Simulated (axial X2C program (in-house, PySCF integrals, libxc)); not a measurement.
## Basis sets for RbH

Calculated with an axial X2C code built on PySCF integrals, spin-free (one-electron X2C) or two-component (2c: spin–orbit coupling with atomic mean-field Coulomb and Gaunt terms, which also bring small scalar terms), in Dyall basis sets with cores contracted in-house; open shells are unrestricted.

| Hamiltonian | level | Dyall basis | state | Re (Å) | ωe (cm⁻¹) | De (eV) |
| --- | --- | --- | --- | --- | --- | --- |
| spin-free | HF | Rb cv3z, H v3z | M_S = 0, Λ = 0 | 2.442 | 913.3 | 0.84 |
| spin-free | PBE0 | Rb cv3z, H v3z | M_S = 0, Λ = 0 | 2.356 | 938.5 | 1.68 |
| 2c | HF | Rb cv3z, H v3z | Ω = 0 | 2.442 | 913.4 | 0.84 |
| 2c | PBE0 | Rb cv3z, H v3z | Ω = 0 | 2.356 | 938.7 | 1.68 |

In the other basis sets:

| Hamiltonian | level | Dyall basis | state | Re (Å) | ωe (cm⁻¹) | De (eV) |
| --- | --- | --- | --- | --- | --- | --- |
| spin-free | HF | Rb cv4z, H v4z | M_S = 0, Λ = 0 | 2.443 | 911.2 | 0.84 |
| spin-free | PBE0 | Rb cv4z, H v4z | M_S = 0, Λ = 0 | 2.357 | 936.7 | 1.68 |
| 2c | HF | Rb cv4z, H v4z | Ω = 0 | 2.443 | 911.3 | 0.84 |
| 2c | PBE0 | Rb cv4z, H v4z | Ω = 0 | 2.357 | 936.9 | 1.68 |

**Question.** How far does the basis move Re and ωe?

**Answer.** HF spin-free, Rb cv3z, H v3z to Rb cv4z, H v4z: ΔRe 0.001 Å, Δωe -2.1 cm⁻¹; PBE0 spin-free, Rb cv3z, H v3z to Rb cv4z, H v4z: ΔRe 0.001 Å, Δωe -1.8 cm⁻¹; HF 2c, Rb cv3z, H v3z to Rb cv4z, H v4z: ΔRe 0.001 Å, Δωe -2.1 cm⁻¹; PBE0 2c, Rb cv3z, H v3z to Rb cv4z, H v4z: ΔRe 0.001 Å, Δωe -1.8 cm⁻¹.

Each entry is the lowest single determinant of a limited PBE0 search at one distance. De goes to single-determinant-based atoms at the same level (for ions the charge split of lowest energy) and is withheld (n/a) where an atom does not fit its ground term or J level. Main or longest-lived isotopes.
